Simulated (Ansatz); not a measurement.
A nudged elastic band was laid between two geometries of C3H6BBr (11 atoms, charge 0, multiplicity 1).

Theory: RKS B3LYP-D4/def2-SVP in Ansatz.

```yaml
movable_images: 7
climbing_image: yes
spring: 5.0 eV/Å²
optimiser: quadratic models (default)
start_path: through a guess of the saddle point
force_threshold: 0.05 eV/Å
iteration_limit: 54
end_points: relaxed
```

Image 0:

```xyz
11
Properties=species:S:1:pos:R:3
C -1.512 1.391 -0.555
C -0.357 0.863 -0.115
Br 1.022 2.073 0.491
B -0.089 -0.669 -0.072
C 1.240 -1.299 0.444
H -1.711 2.466 -0.589
H -2.302 0.716 -0.900
H -1.012 -1.347 -0.467
H 1.392 -1.001 1.499
H 2.102 -0.856 -0.089
H 1.293 -2.394 0.374
```

Image 8:

```xyz
11
Properties=species:S:1:pos:R:3
C -1.521 1.391 -0.553
C -0.385 0.881 -0.048
Br 0.872 2.097 0.772
B -0.053 -0.639 -0.094
C 1.242 -1.289 0.475
H -1.772 2.455 -0.516
H -2.238 0.715 -1.027
H -0.879 -1.313 -0.670
H 1.722 -0.716 1.282
H 1.963 -1.296 -0.371
H 1.115 -2.342 0.771
```

What changes between the two ends?

No bond is made or broken.

Give the energies along the band, and the barrier.

The run converged. The highest image is number 1 of 0 to 8, 0.0 kJ/mol above the first end and 0.5 kJ/mol above the last; the last end lies 0.5 kJ/mol below the first. The top lies less than 8 meV above the higher end, about what the thresholds resolve: that end is a shoulder or a very shallow well. A vibrational analysis at the climbing image gives one clearly imaginary mode, 83i cm⁻¹: a first-order saddle point.

```tsv
image	path coordinate (Å)	energy (kJ/mol)
0	0.00	0.0
1	0.13	0.0
2	0.25	0.0
3	0.37	-0.1
4	0.49	-0.2
5	0.62	-0.3
6	0.74	-0.4
7	0.86	-0.5
8	0.99	-0.5
```

What is the geometry of the highest image?


```xyz
11
Properties=species:S:1:pos:R:3
C -1.511 1.392 -0.555
C -0.362 0.863 -0.102
Br 1.006 2.069 0.536
B -0.090 -0.670 -0.071
C 1.238 -1.300 0.447
H -1.712 2.467 -0.582
H -2.294 0.719 -0.919
H -1.004 -1.346 -0.492
H 1.437 -0.955 1.479
H 2.085 -0.899 -0.141
H 1.272 -2.398 0.420
```

The run took 16 min on 2 threads of Arm Neoverse N1, with other jobs on the host, peak memory 0.32 GiB.
